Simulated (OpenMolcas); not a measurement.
An OpenMolcas run meant for Cu7+ (ANO-R1, X2C; inactive shells 1s 2s 2p 3s 3p; intended active space 4 electrons in 5 orbitals (3d)). One step of its input:

```
&CASPT2
Multistate=5 1 2 3 4 5
Frozen=2 3
IPEA=0.25
Imaginary=0.1
MaxIter=60
WThr=0.0 0.3 0.05
PrWF=0.5
NoMix
Deleted=6 7
```

The run finished. Its levels beside those of a sound run (SS-CASPT2, IPEA 0.25 Eh, imaginary shift 0.1 Eh (closed shells correlated: 3s 3p)), in cm⁻¹ above each run's lowest level:

```
  Level  This run  Usual run
3d⁴ ⁵D₀       0.0        0.0
3d⁴ ⁵D₁       401        399
3d⁴ ⁵D₂      1153       1146
3d⁴ ⁵D₃      2172       2163
3d⁴ ⁵D₄      3370       3360
3d⁴ ³P₀     33638      34797
3d⁴ ³P₁     35487      36648
3d⁴ ³H₄     39025      36861
3d⁴ ³H₅     40107      37783
3d⁴ ³H₆     41079      38719
3d⁴ ³F₃     40200      39842
3d⁴ ³F₂     40151      39908
3d⁴ ³F₄     40753      40271
3d⁴ ³P₂     39225      40393
```

Question: Which setting is unsound, and how much does it matter here?

Answer: Nearly half of the orbitals are deleted from the virtual space, which removes much of the correlation energy. Against the sound run the excited levels shown move by 880 cm-1 on average and by 2400 cm-1 at most.

CASPT2 does not keep the components of a term degenerate, so their means are used; among the terms shown or strongly mixed into the levels shown the widest spread is 81 cm-1 (3d⁴ ³G, the sound run). Some high roots are left out of the spin-orbit mixing, which shifts the levels that they would mix with. The basis is small and was not contracted for so high a charge. Levels of configurations outside the active space are missing.
